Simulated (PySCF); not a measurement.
C₅H₁₂S₂. Atoms are numbered in the order given.

```xyz
19

C     -4.0117     0.0000     0.6656
S     -2.7274     0.0000    -0.5987
C     -1.2604     0.0000     0.4668
C      0.0000     0.0000    -0.3832
C      1.2604     0.0000     0.4668
S      2.7274     0.0000    -0.5987
C      4.0117     0.0000     0.6656
H     -3.9562    -0.8990     1.2988
H     -3.9562     0.8990     1.2988
H     -4.9783     0.0000     0.1430
H     -1.2853     0.8906     1.1182
H     -1.2853    -0.8906     1.1182
H      0.0000    -0.8838    -1.0427
H      0.0000     0.8838    -1.0427
H      1.2853     0.8906     1.1182
H      1.2853    -0.8906     1.1182
H      3.9562    -0.8990     1.2988
H      3.9562     0.8990     1.2988
H      4.9783     0.0000     0.1430
```
Charge 0, spin multiplicity 1.

Geometry optimised at PBE0-D3(BJ)/def2-SVP. One conformer was computed; it need not be the lowest.

Calculation: PySCF with PBE/def2-SVP.

ESP charges are fitted to the potential on shells at 1.4 to 2.0 van der Waals radii. Atomic charges (e):

```
atom  ESP fit  meta-Löwdin  Mulliken  Löwdin
----  -------  -----------  --------  ------
C1      -0.40        -0.35     -0.12   -0.18
S2      -0.16         0.02     -0.11    0.21
C3      -0.22        -0.22     -0.12   -0.14
C4      -0.07        -0.17      0.02   -0.07
C5      -0.22        -0.22     -0.12   -0.14
S6      -0.16         0.02     -0.11    0.21
C7      -0.40        -0.35     -0.12   -0.18
H8       0.14         0.11      0.06    0.02
H9       0.14         0.11      0.06    0.02
H10      0.18         0.12      0.07    0.04
H11      0.13         0.10      0.05    0.02
H12      0.13         0.10      0.05    0.02
H13      0.10         0.10      0.04    0.03
H14      0.10         0.10      0.04    0.03
H15      0.13         0.10      0.05    0.02
H16      0.13         0.10      0.05    0.02
H17      0.14         0.11      0.06    0.02
H18      0.14         0.11      0.06    0.02
H19      0.18         0.12      0.07    0.04
```

Computed Mayer and Wiberg (Löwdin basis) orders of the bonds:
```json
[
 {"bond": "C1–S2", "Mayer": "1.03", "Wiberg": "1.16"},
 {"bond": "S2–C3", "Mayer": "1.02", "Wiberg": "1.13"},
 {"bond": "C3–C4", "Mayer": "1.08", "Wiberg": "1.06"},
 {"bond": "C4–C5", "Mayer": "1.08", "Wiberg": "1.06"},
 {"bond": "C5–S6", "Mayer": "1.02", "Wiberg": "1.13"},
 {"bond": "S6–C7", "Mayer": "1.03", "Wiberg": "1.16"},
 {"bond": "C1–H8", "Mayer": "0.96", "Wiberg": "0.97"},
 {"bond": "C1–H9", "Mayer": "0.96", "Wiberg": "0.97"},
 {"bond": "C1–H10", "Mayer": "0.97", "Wiberg": "0.97"},
 {"bond": "C3–H11", "Mayer": "0.94", "Wiberg": "0.95"},
 {"bond": "C3–H12", "Mayer": "0.94", "Wiberg": "0.95"},
 {"bond": "C4–H13", "Mayer": "0.93", "Wiberg": "0.93"},
 {"bond": "C4–H14", "Mayer": "0.93", "Wiberg": "0.93"},
 {"bond": "C5–H15", "Mayer": "0.94", "Wiberg": "0.95"},
 {"bond": "C5–H16", "Mayer": "0.94", "Wiberg": "0.95"},
 {"bond": "C7–H17", "Mayer": "0.96", "Wiberg": "0.97"},
 {"bond": "C7–H18", "Mayer": "0.96", "Wiberg": "0.97"},
 {"bond": "C7–H19", "Mayer": "0.97", "Wiberg": "0.97"}
]
```
